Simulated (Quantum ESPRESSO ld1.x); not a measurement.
All-electron atom: Er14+ in [Kr] 4d10 4f7 5s1.

All-electron calculation, scalar-relativistic Kohn-Sham, revPBE, spin-unpolarised, spherical densities, point nucleus. Program: ld1.x of Quantum ESPRESSO 7.5.

Energy parts (eV):
total: -354371.3
kinetic: 384404.0
electron-nucleus: -853267.4
Hartree: 121757.6
exchange-correlation: -7265.5

Orbitals (lengths in bohr, moments of r in powers of bohr; <r^-3> diverges for s and p1/2; r(max) is where P^2 peaks):
| orbital | occ. | eigenvalue (eV) | <1/r> | r(max) | <r^-3> | <r> |
|---|---|---|---|---|---|---|
| 1s | 2 | -57683.2 | 77.59 | 0.013 | - | 0.02037 |
| 2s | 2 | -9942.71 | 18.06 | 0.073 | - | 0.08645 |
| 2p | 6 | -8827.68 | 16.67 | 0.060 | 14320 | 0.07672 |
| 3s | 2 | -2463.64 | 6.662 | 0.208 | - | 0.2252 |
| 3p | 6 | -2124.49 | 6.222 | 0.204 | 3089 | 0.2244 |
| 3d | 10 | -1700.52 | 5.897 | 0.166 | 409.7 | 0.2037 |
| 4s | 2 | -720.743 | 2.848 | 0.470 | - | 0.5020 |
| 4p | 6 | -607.505 | 2.621 | 0.493 | 723.9 | 0.5291 |
| 4d | 10 | -455.567 | 2.353 | 0.505 | 83.55 | 0.5608 |
| 5s | 1 | -294.792 | 1.311 | 0.997 | - | 1.040 |
| 4f | 7 | -285.624 | 1.988 | 0.477 | 15.19 | 0.6079 |

The highest occupied level is 4f at -285.62 eV. The density falls to 0.001 e/bohr^3 at r = 1.98 bohr. For comparison, the ionisation energy in NIST's Atomic Spectra Database is 311 eV (theoretical). In exact Kohn-Sham theory the highest level is minus the ionisation energy, but local and semilocal functionals leave it too shallow, through self-interaction and a potential that decays too fast; potentials with the right tail come closer. Summed over all electrons, <r^2> = 11.38 bohr^2, which gives a Langevin (diamagnetic) susceptibility term of -9.01 x 10^-6 cm^3/mol.

Beside tabulated values, note that spin-unpolarised runs miss the spin-polarisation part of the exchange energy of open shells.
